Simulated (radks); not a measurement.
Valence configurations of Cu II (all share [Ar]). Method: non-relativistic Kohn-Sham, LDA (Slater exchange, Perdew-Wang correlation), spin-polarised, spherical densities, point nucleus; open shells are filled with parallel spins first; computed with a radial shooting solver on a logarithmic mesh with Libxc functionals. Energies are relative to 3d10; eigenvalues in eV for spin up.

valence,E (eV),moment (Bohr magnetons),e(3d),e(4p),e(4s)
3d10,0.000,0,-14.100,-,-
3d9 4s1,3.348,2,-19.989,-,-14.167
3d9.5 4p0.5,4.156,1,-17.717,-7.991,-
3d9.5 4s0.5,1.376,1,-16.915,-,-13.044
3d8.5 4s1 4p0.5,9.175,3,-24.102,-9.455,-15.717
3d8 4p2,22.951,4,-29.844,-11.198,-
3d8 4s2,10.959,2,-26.964,-,-15.690
3d8 4s1.5 4p0.5,13.805,3,-27.746,-9.932,-16.500
3d7 4s1.5 4p1.5,32.099,5,-37.048,-12.037,-19.411
3d6.5 4s2 4p1.5,40.749,5,-41.355,-12.523,-20.200

NIST lists [Ar] 3d10 as the ground configuration; this level of theory agrees among the configurations tried. The energies are those of spherical high-spin densities, not of single terms.
